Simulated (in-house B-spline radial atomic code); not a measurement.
# One electron outside the [Ar] 3d10 core: Cd XX (Cd19+)

Computed with a B-spline radial code for spherical atoms, no-pair Dirac-Coulomb Hamiltonian, finite nucleus. Rungs: frozen-core Dirac-Hartree-Fock (DHF); Brueckner orbitals from the second-order correlation potential; the same with the Coulomb interaction screened by the core and the hole-particle interaction summed; Breit and QED terms from differences of relaxed Dirac-Fock atoms, where computed. Partial waves beyond l = 6 are extrapolated. The tables show a selection of states; those near core-excited levels, with erratic corrections or far from their DHF start are never shown.

Command:
```bash
python run_mb.py task.json out
```
Settings (nuclear radius in fm, box in bohr, cutoff in hartree):
```
basis_form          2
Z                   48
core_configuration  [Ar] 3d10
rms_radius          4.6087
mass_number         114
speed_of_light      137.036
box_radius          10.56
lmax                6
intervals           62
virtual_cutoff      4608.0
```

Run time, properties included: 63 s on 1 thread of Intel(R) Xeon(R) 6975P-C, with other jobs on the host.

Removal energies (eV):

```tsv
state	DHF	second order	screened	Breit + QED	final
4s1/2	545.124	546.743	546.636	-0.424	546.211
4p1/2	504.155	505.743	505.643	-0.367	505.277
4p3/2	494.947	496.437	496.346	-0.244	496.102
4d3/2	428.053	429.52	429.437	-0.119	429.318
4d5/2	426.31	427.75	427.668	-0.0634	427.605
4f5/2	356.8	358.068	358.029	-	-
4f7/2	356.638	357.89	357.851	-	-
5s1/2	311.918	?	?	?	?
5p1/2	293.306	294.041	293.973	-0.16	293.813
5p3/2	289.262	289.965	289.901	-0.107	289.794
5d3/2	259.04	259.745	259.684	-0.0562	259.628
5d5/2	258.232	258.924	258.864	-0.0289	258.836
5f5/2	227.986	228.531	228.503	-	-
5f7/2	227.868	?	?	?	?
```

(1) What does correlation do to 5s1/2?

(2) What does correlation do to 5f7/2?

(3) How does the lowest state compare with the NIST ionisation energy?

Electric-dipole lines from 4s1/2 (reduced matrix elements in atomic units, length form, static core polarisation, sign of DHF taken positive):

```csv
upper,DHF,+ core polarisation,+ Brueckner,λ (nm),A (s⁻¹)
4p1/2,0.6283,0.5989,0.5973,30.288,1.3e+10
4p3/2,0.8954,0.8541,0.8519,24.743,2.43e+10
```

Magnetic hyperfine constants per unit nuclear g factor (MHz, nucleus as a uniformly magnetised ball; they apply to isotopes with nuclear spin):

| state | DHF | + core polarisation | + Brueckner |
| --- | --- | --- | --- |
| 4s1/2 | 183500 | 193800 | 196100 |
| 4p1/2 | 53890 | 57130 | 57880 |
| 4p3/2 | 8726 | 9097 | 9217 |
| 5s1/2 | 78900 | 82870 | 83490 |
| 5p1/2 | 23720 | 25010 | 25210 |
| 5p3/2 | 3871 | 3979 | 4011 |

Answers

(1) It adds 0.7357 eV to the removal energy in second order and 0.666 eV with screening; Breit and QED add -0.181 eV, for a final 312.403 eV.

(2) It adds 0.5368 eV to the removal energy in second order and 0.5102 eV with screening, giving 228.378 eV before Breit and QED terms, which weren't computed for this state.

(3) 4s1/2 is bound by 546.2 eV, without recoil; NIST lists 546.19 ± 0.17 eV (semi-empirical), a difference of +0.021 eV.
